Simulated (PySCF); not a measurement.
C4HCl2F, SMILES C#CC(F)=C(Cl)Cl. Atoms are numbered in the order given.

```xyz
8

C     -0.1574     3.1261     0.0000
C      0.2185     1.9732     0.0000
C      0.6859     0.6364     0.0000
F      2.0047     0.4737     0.0000
C     -0.1102    -0.4559     0.0000
Cl    -1.8143    -0.3299     0.0000
Cl     0.5574    -2.0283     0.0000
H     -0.4960     4.1464     0.0000
```

Geometry: PBE0-D3(BJ)/def2-SVP. The structure was generated by enumeration, and PubChem lists no compound with its InChIKey, so it may never have been made.

Two levels are set side by side: PBE/pcSseg-1 (PySCF) and PBE0/pcSseg-1 (PySCF). GIAO shifts against CFCl3 (¹⁹F), HCl (³⁵Cl), TMS (¹H), TMS (¹³C) at the same level; non-relativistic, no solvent, atoms listed together averaged. Without spin–orbit terms, shifts of atoms bonded to Cl or Br come out too high at both levels. Differences are taken from unrounded values.

```json
[
 {"quantity": "δ(¹³C) of C1 (ppm)", "PBE0": "103.7"},
 {"quantity": "δ(¹³C) of C2 (ppm)", "PBE0": "76.0"},
 {"quantity": "δ(¹³C) of C3 (ppm)", "PBE0": "149.3"},
 {"quantity": "δ(¹⁹F) of F4 (ppm)", "PBE0": "-115.7"},
 {"quantity": "δ(¹³C) of C5 (ppm)", "PBE0": "141.3"},
 {"quantity": "δ(¹H) of H8 (ppm)", "PBE0": "4.23"}
]
```

### Question
What does PBE give, and how far is it from PBE0? (The exact figures need the calculation; the answer reports its results.)

### Answer

```json
[
 {"quantity": "δ(¹³C) of C1 (ppm)", "PBE": "101.1", "PBE minus PBE0": "-2.5"},
 {"quantity": "δ(¹³C) of C2 (ppm)", "PBE": "79.0", "PBE minus PBE0": "3.1"},
 {"quantity": "δ(¹³C) of C3 (ppm)", "PBE": "147.4", "PBE minus PBE0": "-1.9"},
 {"quantity": "δ(¹⁹F) of F4 (ppm)", "PBE": "-127.0", "PBE minus PBE0": "-11.3"},
 {"quantity": "δ(¹³C) of C5 (ppm)", "PBE": "139.7", "PBE minus PBE0": "-1.6"},
 {"quantity": "δ(¹H) of H8 (ppm)", "PBE": "4.14", "PBE minus PBE0": "-0.08"}
]
```

Rough cost on one machine, each run with all the roots and properties that it gave: PBE0 against PBE within a factor of 2.
